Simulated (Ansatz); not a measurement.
Geometry optimisation, RKS PBE0/def2-SVP (Ansatz).

The input (input.yaml):

```yaml
crystal:
  periodic: [false, false, false]
  atoms:
    - { symbol: Zr, position_ang: [0.0, 0.0, 0.0] }
    - { symbol: Cl, position_ang: [0.0, 0.0, 2.87] }
    - { symbol: O, position_ang: [1.952, 0.0, -0.6893] }
    - { symbol: H, position_ang: [2.2684, -0.9521, -0.806] }
    - { symbol: "N", position_ang: [-1.0409, 1.8034, -0.7359] }
    - { symbol: H, position_ang: [-2.061, 1.7482, -1.0186] }
    - { symbol: H, position_ang: [-0.5204, 2.7241, -0.8065] }
    - { symbol: Cl, position_ang: [-1.1869, -2.0563, -0.8392] }
    - { symbol: O, position_ang: [-2.2491, 0.0, 0.7473] }
    - { symbol: H, position_ang: [-2.7942, -0.6297, 0.1759] }
    - { symbol: H, position_ang: [-1.5726, 0.0, 2.002] }
basis:
  gaussian: { orbitals: def2-SVP }
hamiltonian:
  xc: pbe0
relax:
  f_tol: 0.15
  max_steps: 25
  restrain:
    - { distance: [0, 8], at: 3.27, k: 30.0 }
    - { distance: [10, 1], at: 2.57, k: 30.0 }
    - { distance: [0, 1], at: 2.52, k: 30.0 }
    - { distance: [10, 8], at: 1.01, k: 30.0 }
```

Command:

```bash
$ ansatz run input.yaml --threads 4 --pin off --max-ram 5120MiB --backend cpu --events-out ev --progress --plain --runs-dir out
```

Problem. Where does it end, and by what steps?

Solution. The run converged. The restraints hold the end off the free minimum. After 10 steps the energy has fallen by 3.654 eV (the restraints' own energy left out); H4 moved furthest, 0.94 Å. Parted: Zr1–O9 (2.37 → 3.26 Å). Joined: O9–H11 (1.43 → 0.98 Å).

| step | energy less start (eV) | largest force component (eV/Å) | accepted |
| --- | --- | --- | --- |
| 0 | 0.0000 | 2.724 | yes |
| 1 | -0.3776 | 4.490 | yes |
| 2 | -1.1243 | 5.827 | yes |
| 3 | -2.0597 | 4.675 | yes |
| 4 | -3.0488 | 1.828 | yes |
| 5 | -3.2387 | 2.317 | yes |
| 6 | -3.5008 | 1.093 | yes |
| 7 | -3.5959 | 1.119 | yes |
| 8 | -3.6341 | 0.904 | yes |
| 9 | -3.6435 | 1.170 | yes |
| 10 | -3.6539 | 1.028 | yes |

```xyz
11
Properties=species:S:1:pos:R:3
Zr 0.135 -0.108 -0.077
Cl 0.072 -0.232 2.409
O 1.920 -0.069 -0.687
H 2.826 -0.217 -0.963
N -0.675 1.588 -0.737
H -1.653 1.760 -0.496
H -0.305 2.352 -1.295
Cl -0.947 -2.000 -1.032
O -2.902 0.196 1.054
H -3.241 -0.675 0.816
H -2.434 0.040 1.906
```

Run time: 32 s on 4 threads of Arm Neoverse V2, on a shared host, peak memory 0.37 GiB.
